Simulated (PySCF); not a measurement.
C4H9ClO2S: full NMR table

```
Formula                 : C4H9ClO2S
SMILES                  : CC(C)(C)S(=O)(=O)Cl
InChI                   : InChI=1S/C4H9ClO2S/c1-4(2,3)8(5,6)7/h1-3H3
Degrees of unsaturation : 0
Carbon signals          : 2
Proton signals          : 1
```

Bonds (- single, = double, # triple, : aromatic): C1-C2, C2-C3, C2-C4, C2-S5, S5=O6, S5=O7, S5-Cl8. C1 carries H9, H10, H11; C3 carries H12, H13, H14; C4 carries H15, H16, H17.

Theory: σ from GIAO-B97-2/pcSseg-2, PBE0-D3(BJ)/def2-TZVP geometry, in PySCF 2.14 (non-relativistic Hamiltonian, a single conformation, equivalent nuclei averaged, no solvent).

References, each an isolated molecule treated in the same way: ¹H (σref 31.64) and ¹³C (σref 185.38) against TMS; ¹⁷O (σref 327.66) against H2O; ³³S (σref 517.10) vs CS2.

```tsv
carbon	δC, type	δH (multiplicity)	HMBC from (2–3 bonds)	span of the C tensor (ppm)
C1/C3/C4	26.3, CH3	1.49 (s)	H9/H10/H11/H12/H13/H14/H15/H16/H17	40
C2	77.5, C	–	H9/H10/H11/H12/H13/H14/H15/H16/H17	70
```

Other nuclei:
| atoms | nucleus | environment | δ (ppm) | σ (ppm) |
| --- | --- | --- | --- | --- |
| O6/O7 | ¹⁷O | S=O oxygen | 270.8 | 56.9 |
| S5 | ³³S | sulfonyl sulfur | 408 | 109.4 |

1. Carbon types of the structure: 1 × C, 3 × CH3, which accounts for all hydrogens.
2. δC 77.5: fully substituted sp3 carbon bonded to S.
3. δC 26.3: methyl carbon; a saturated carbon with 1 carbon neighbour and no heteroatom attached.
4. δH 1.49: hydrogen on a methyl carbon.

Shifts are as computed. Against solution values, carbons near 30 ppm lie about +3 ppm off and those near 130 ppm about +7 ppm. Of 1309 compounds with measured shifts, 239 miss one by over three times the rms of a fit or turn the order of signals round; such compounds aren't used in these exercises. Unscaled 17O shifts of doubly bonded oxygen tend to come out too high, by tens of ppm or more. Experimental scales use liquid or dissolved standards, which lie at an offset from isolated H2O (liquid H2O: subtract about 36 ppm).
